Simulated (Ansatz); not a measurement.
`C[O][Au-][P+](C)(C)C`, relaxed with RKS PBE0-D4/def2-TZVP in Ansatz 0.2.0 from a GFN2-xTB geometry. The force threshold is 0.005 eV/Å; the program also tests the step.

Charge 0, multiplicity 1. Au takes the def2 core potential.

Start:

```xyz
19

C     2.231    3.582    0.285
O     1.321    2.910    1.074
Au    0.486    1.174    0.520
P    -0.508   -0.743    0.024
C     0.594   -2.136   -0.397
C    -1.550   -1.452    1.342
C    -1.650   -0.703   -1.399
H     3.141    2.991    0.083
H     1.812    3.881   -0.692
H     2.539    4.498    0.808
H     1.269   -2.311    0.440
H     0.021   -3.040   -0.604
H     1.186   -1.865   -1.271
H    -2.005   -2.390    1.020
H    -0.932   -1.624    2.223
H    -2.327   -0.732    1.598
H    -1.095   -0.405   -2.287
H    -2.421    0.042   -1.205
H    -2.111   -1.678   -1.561
```

```json
{"step": "1", "energy (eV)": "-19366.8121", "largest force (eV/Å)": "0.871", "largest move (Å)": "0.000"}
{"step": "2", "energy (eV)": "-19366.8312", "largest force (eV/Å)": "0.163", "largest move (Å)": "0.053"}
{"step": "3", "energy (eV)": "-19366.8347", "largest force (eV/Å)": "0.083", "largest move (Å)": "0.016"}
{"step": "4", "energy (eV)": "-19366.8352", "largest force (eV/Å)": "0.040", "largest move (Å)": "0.012"}
{"step": "5", "energy (eV)": "-19366.8354", "largest force (eV/Å)": "0.013", "largest move (Å)": "0.010"}
{"step": "6", "energy (eV)": "-19366.8354", "largest force (eV/Å)": "0.010", "largest move (Å)": "0.007"}
{"step": "7", "energy (eV)": "-19366.8354", "largest force (eV/Å)": "0.004", "largest move (Å)": "0.004"}
```

End:

```xyz
19

C     2.211    3.528    0.265
O     1.293    2.881    1.087
Au    0.465    1.171    0.544
P    -0.520   -0.745    0.032
C     0.615   -2.099   -0.389
C    -1.553   -1.451    1.349
C    -1.642   -0.677   -1.395
H     3.116    2.932    0.065
H     1.794    3.819   -0.712
H     2.540    4.452    0.761
H     1.277   -2.290    0.456
H     0.067   -3.011   -0.636
H     1.229   -1.803   -1.241
H    -2.007   -2.393    1.032
H    -0.940   -1.624    2.235
H    -2.338   -0.741    1.613
H    -1.087   -0.345   -2.274
H    -2.431    0.050   -1.199
H    -2.087   -1.654   -1.595
```

Hardware: 4 threads of an AMD EPYC 7R13 on a shared host and a share of an NVIDIA H100 80 GB. Wall time 28 s, peak host memory 0.98 GiB.
